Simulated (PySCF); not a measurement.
## HReN, doublet: data card

Method: UPBE0/[Re def2-TZVP with ECP60, N def2-TZVP, H def2-TZVP], scalar-relativistic core potentials, density fitting, no spin–orbit coupling, PySCF.

The structure is a minimum.

```xyz
3
charge 0 multiplicity 2, angstrom
Re    0.0753    0.0000   -0.0827
N    -1.1008    0.0000    1.0326
H     1.3176    0.0000    0.9915
```

```
Point group                                                                   : Cs
Bond lengths                                                                  : Re–H 1.642 Å, Re–N 1.621 Å
Bond angles                                                                   : H–Re–N 95.7°
Spin squared ⟨S²⟩                                                             : 0.787
Zero-point energy                                                             : 24.3 kJ/mol
Entropy at 298.15 K and 1 bar (electronic part: spin only)                    : 264.5 J/(mol K)
Heat capacity Cp at 298.15 K                                                  : 37.5 J/(mol K)
Highest occupied level (β)                                                    : -5.68 eV
Rotational constants                                                          : 6.31, 0.4914, 0.4559 cm⁻¹
Lowest empty level (β)                                                        : -2.85 eV
Rotational symmetry number                                                    : 1
Enthalpy at 298.15 K above 0 K                                                : 10.24 kJ/mol
Dipole moment                                                                 : 3.59 D
Principal quadrupole moments (Buckingham, traceless) about the centre of mass : -2.10, -0.91, 3.01 D Å
Principal polarisabilities                                                    : 46.5, 55.4, 89.9 bohr³
Atomisation energy without zero-point energy                                  : 743 kJ/mol
```

Harmonic modes (masses in u: Re 186.956, N 14.003, H 1.008):
```json
{"ω (cm⁻¹)": "712", "IR (km/mol)": "19.1", "type": "bend"}
{"ω (cm⁻¹)": "1215", "IR (km/mol)": "50.7", "type": "stretch"}
{"ω (cm⁻¹)": "2129", "IR (km/mol)": "34.9", "type": "stretch"}
```

Charges (e):
```json
{"atom": "Re1", "Mulliken": "0.34", "Löwdin": "0.27", "polar tensor": "0.64", "spin (Mulliken)": "1.22", "Mayer order to Re1": "–"}
{"atom": "N2", "Mulliken": "-0.30", "Löwdin": "-0.21", "polar tensor": "-0.49", "spin (Mulliken)": "-0.18", "Mayer order to Re1": "3.05"}
{"atom": "H3", "Mulliken": "-0.04", "Löwdin": "-0.06", "polar tensor": "-0.14", "spin (Mulliken)": "-0.04", "Mayer order to Re1": "1.01"}
```

Mulliken populations on Re1 (electrons outside its core potential): s 2.95, p 6.17, d 5.50, f 0.04.

Outer orbital energies (eV). α occupied: -20.45, -10.22, -9.82, -9.60, -9.28, -6.92, -6.09; empty: -2.73, -1.97, -1.03, 0.27. β occupied: -20.68, -10.08, -9.75, -9.57, -9.22, -5.68; empty: -2.85, -2.23, -1.42, -0.72.

The spin densities have lower symmetry than the nuclear frame, so modes carry no symmetry labels. Other isomers or separated fragments may lie lower. Open d and f shells are described by one determinant, and the ground state may have another occupation or spin. With an element this heavy the missing spin–orbit coupling can shift these numbers.

The final relaxation and frequency run took of the order of 2.2 core-minutes on a shared host.
